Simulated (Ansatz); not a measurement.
Ansatz (a first-principles code) input (LC-wPBE/def2-TZVPD):

Ansatz 0.2 input:
```yaml
crystal:
  periodic: [false, false, false]
  atoms:
    - {symbol: C, position_ang: [-1.99206114, 0.93668498, 0.71334976]}
    - {symbol: C, position_ang: [-0.83653982, -0.05566899, 0.57819084]}
    - {symbol: C, position_ang: [-1.31741275, -1.35957021, -0.06153589]}
    - {symbol: C, position_ang: [0.32092891, 0.57787584, -0.20120963]}
    - {symbol: C, position_ang: [1.59289906, -0.26962651, -0.22321292]}
    - {symbol: O, position_ang: [2.64970401, 0.28953086, -0.87448419]}
    - {symbol: H, position_ang: [-2.38975328, 1.20240596, -0.26982499]}
    - {symbol: H, position_ang: [-1.66916309, 1.85783580, 1.20224912]}
    - {symbol: H, position_ang: [-2.80960891, 0.51215286, 1.29931198]}
    - {symbol: H, position_ang: [-0.47417768, -0.28715970, 1.58753069]}
    - {symbol: H, position_ang: [-2.15661871, -1.77997087, 0.49577606]}
    - {symbol: H, position_ang: [-1.65353036, -1.18390456, -1.08728609]}
    - {symbol: H, position_ang: [-0.53461159, -2.11959949, -0.09194229]}
    - {symbol: H, position_ang: [0.01285001, 0.77973921, -1.23146489]}
    - {symbol: H, position_ang: [0.57441615, 1.54270908, 0.24641510]}
    - {symbol: H, position_ang: [1.88085105, -0.60408593, 0.78977277]}
    - {symbol: H, position_ang: [1.41482886, -1.21454001, -0.77815692]}
basis:
  gaussian:
    orbitals: def2-TZVPD
hamiltonian:
  xc: {name: LC-wPBE}
magnetization: {spin_polarized: true, initial_magnetization: 1}
output: {forces: true}
```

Output:

```
Functional definition: LC-wPBE
integrals: 0.38 GiB planned
1615 factors; their error is unknown
integrals: 0.43 GiB planned
828 factors; integrals over basis functions are off by at most 3.3e-5 eV
0.50 GiB of the device are held for the grids
2.35 GiB of device memory are held for the factors and their scratch space
mean field: 2.66 GiB planned
mean field evaluation 1: about -7401.3892 eV, gradient 3.8e1 eV
mean field evaluation 2: about -7404.4638 eV, gradient 3.2e1 eV
mean field evaluation 4: about -7408.2496 eV, gradient 3.0e0 eV
mean field evaluation 8: about -7408.3440 eV, gradient 1.8e-1 eV
mean field evaluation 16: about -7408.2705 eV, gradient 4.7e-2 eV
mean field evaluation 32: about -7408.2719 eV, gradient 3.4e-4 eV
mean field -7408.27187447 eV, -272.2489698798 hartree, gradient 1.6e-6 eV, S^2 0.754222; 2 other end points of the search recorded, 0 dependent functions left out
the calculation of the forces begins
reference -7408.27187448 eV, -272.2489698802 hartree; 25, 24 occupied and 299, 300 virtual orbitals, 1615 factors
Total energy: -7408.27187448 eV, -272.2489698802 hartree
Atom 0 at    -1.992061     0.936685     0.713350 Å, force     0.165872    -0.144317    -0.052056 eV/Å
Atom 1 at    -0.836540    -0.055669     0.578191 Å, force    -0.024577     0.022427    -0.134795 eV/Å
Atom 2 at    -1.317413    -1.359570    -0.061536 Å, force     0.060116     0.193151     0.059096 eV/Å
Atom 3 at     0.320929     0.577876    -0.201210 Å, force     0.053374    -0.166839     0.092032 eV/Å
Atom 4 at     1.592899    -0.269627    -0.223213 Å, force    -0.237720    -0.019407    -0.041106 eV/Å
Atom 5 at     2.649704     0.289531    -0.874484 Å, force    -0.124486    -0.054333     0.099280 eV/Å
Atom 6 at    -2.389753     1.202406    -0.269825 Å, force     0.013504    -0.011372     0.011316 eV/Å
Atom 7 at    -1.669163     1.857836     1.202249 Å, force     0.006304    -0.016890    -0.005410 eV/Å
Atom 8 at    -2.809609     0.512153     1.299312 Å, force     0.019024    -0.004137    -0.009108 eV/Å
Atom 9 at    -0.474178    -0.287160     1.587531 Å, force    -0.003916     0.006154    -0.018535 eV/Å
Atom 10 at    -2.156619    -1.779971     0.495776 Å, force     0.010752     0.017753    -0.000822 eV/Å
Atom 11 at    -1.653530    -1.183905    -1.087286 Å, force     0.003232     0.008548     0.019766 eV/Å
Atom 12 at    -0.534612    -2.119599    -0.091942 Å, force    -0.007129     0.013885     0.010770 eV/Å
Atom 13 at     0.012850     0.779739    -1.231465 Å, force     0.000555    -0.008575     0.009323 eV/Å
Atom 14 at     0.574416     1.542709     0.246415 Å, force    -0.016424    -0.006294     0.002940 eV/Å
Atom 15 at     1.880851    -0.604086     0.789773 Å, force     0.024411     0.061460    -0.086295 eV/Å
Atom 16 at     1.414829    -1.214540    -0.778157 Å, force     0.057109     0.108785     0.043604 eV/Å
Dipole moment:    -0.397695    -0.181587     0.213077 e Å
```

It need not be the lowest isomer of its formula.
